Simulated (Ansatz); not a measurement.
`N[C](=O)[GeH2][OH]` + HBr → `[OH][GeH2][Br]` + `NC=O`  (ligand exchange at a Ge–C bond)

Isolated molecules relaxed with PBE0-D4/def2-TZVP in Ansatz; ΔE leaves out vibrations. CBS: MP2 limit from def2 TZ/QZ plus the TZ coupled-cluster correction, frozen cores. This one scheme is used for every species. DFT in def2-TZVPP. HSE06 is defined as in plane-wave codes. For Br, Ge outer-core shells are correlated without core-valence functions, which leaves a few kJ/mol of doubt a bond. Scalar relativity is left out up to krypton. Each species was taken in one conformer, which may not be the lowest.

`N[C](=O)[GeH2][OH]`:

```xyz
10

N    -1.211    0.201    1.365
C    -0.597   -0.388    0.321
O    -0.932   -1.471   -0.121
Ge    0.951    0.491   -0.605
O     1.305   -0.729   -1.834
H    -0.919    1.095    1.715
H    -1.987   -0.267    1.808
H     0.564    1.825   -1.269
H     2.164    0.685    0.322
H     0.663   -1.441   -1.702
```

HBr:

```xyz
2

Br   -0.488   -0.513   -0.048
H     0.488    0.513    0.048
```

`[OH][GeH2][Br]`:

Cartesian coordinates in Å:
```
O -0.574 -0.198 -1.288
Ge -0.139 -0.047 0.417
Br 1.461 1.604 0.648
H 0.173 -0.418 -1.850
H 0.497 -1.339 0.948
H -1.417 0.397 1.125
```

`NC=O`:

```xyz
6

N    -0.129   -0.622   -0.273
C     0.127    0.593    0.257
O     1.009    1.333   -0.104
H     0.444   -0.962   -1.028
H    -0.879   -1.193    0.071
H    -0.571    0.850    1.077
```

CCSD(T)/CBS gives -1.07 eV.

Q: Another level gave -1.11 eV. Which?
A. HSE06-D4/def2-TZVPP
B. BHLYP/def2-TZVPP
C. LDA (SPW92)/def2-TZVPP
D. PBE-D4/def2-TZVPP

A: A. HSE06-D4 -1.11, PBE-D4 -1.03, BHLYP -1.21, LDA (SPW92) -0.91 eV.

Largest T1 diagnostic among the species: 0.016.

The D4 term adds +0.04 eV with B3LYP and +0.03 eV with PBE0; it sums over pairs of atoms, weighted by their polarisabilities, and B3LYP, whose exchange is more repulsive, gets the larger term. Leaving LDA and LC-ωPBE aside and taking each functional with its dispersion term where it has one, the values, not all of them listed here, spread over 0.18 eV, from BHLYP-D4 to revPBE-D4. LDA lies +0.14 eV from PBE without D4.

B3LYP here is the variant with VWN-RPA as its local correlation; programs differ in this.
